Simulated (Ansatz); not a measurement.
`N[SiH2]O[SiH](N)O`. Charge 0, multiplicity 1.

```xyz
14

N     2.5049   -0.6317    0.4245
Si    1.4542   -0.6269   -0.9186
O    -0.1501   -0.5141   -0.5781
Si   -1.1241    0.2090    0.5096
N    -2.6394    0.3149   -0.2650
O    -0.6054    1.7029    0.9517
H     2.6925    0.2152    0.9362
H     2.5996   -1.4440    1.0115
H     1.6308   -1.9089   -1.6388
H     1.8179    0.5426   -1.7557
H    -1.0932   -0.5451    1.7819
H    -3.4612    0.6217    0.2283
H    -2.8654   -0.3360   -0.9988
H    -0.7611    2.4004    0.3113
```

Task: Give the diagnostics of a CCSD(T)/def2-TZVPP run (frozen core, Ansatz 0.2.0). (An estimate is asked.)

Result: Computed: T1 = 0.0111, largest single amplitude 0.013, largest double 0.014, (T) share of the correlation energy 3.5 %, 9 CCSD cycles. The RHF solution is stable towards an unrestricted one. T1 lies under the customary mark of 0.02 for closed shells.
